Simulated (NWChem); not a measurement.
# CH3BrMgO; SMILES C[O][Mg][Br]

```xyz
7

Mg     0.0000     0.0000    -0.6026
Br     0.0000     0.0000     1.7434
O      0.0000     0.0000    -2.3634
C      0.0000     0.0000    -3.7370
H     -0.5659     0.8569    -4.1533
H      1.0251     0.0617    -4.1533
H     -0.4592    -0.9186    -4.1533
```
Atoms are numbered in this order, from 1.

Program: NWChem. Pople sets run with spherical d functions. All runs use the structure optimised with PBE0/def2-SVP. Total energies compare along this basis series because the functional is fixed.

| level | basis functions | energy (Ha) | highest occupied level (eV) | orbital gap (eV) | dipole (D) |
|---|---|---|---|---|---|
| TPSS/STO-3G | 40 | -2857.2248 | -0.79 | 4.26 | 1.96 |
| TPSS/3-21G | 59 | -2875.2020 | ? | ? | ? |
| TPSS/6-31G* | 84 | -2889.0885 | -5.80 | 3.93 | 1.91 |
| TPSS/6-311G** | 124 | -2889.4093 | -5.89 | 3.99 | 1.83 |

### Question
Fill in the missing entries.

### Answer

- TPSS/3-21G, highest occupied level (eV): -5.48
- TPSS/3-21G, orbital gap (eV): 3.54
- TPSS/3-21G, dipole (D): 2.57
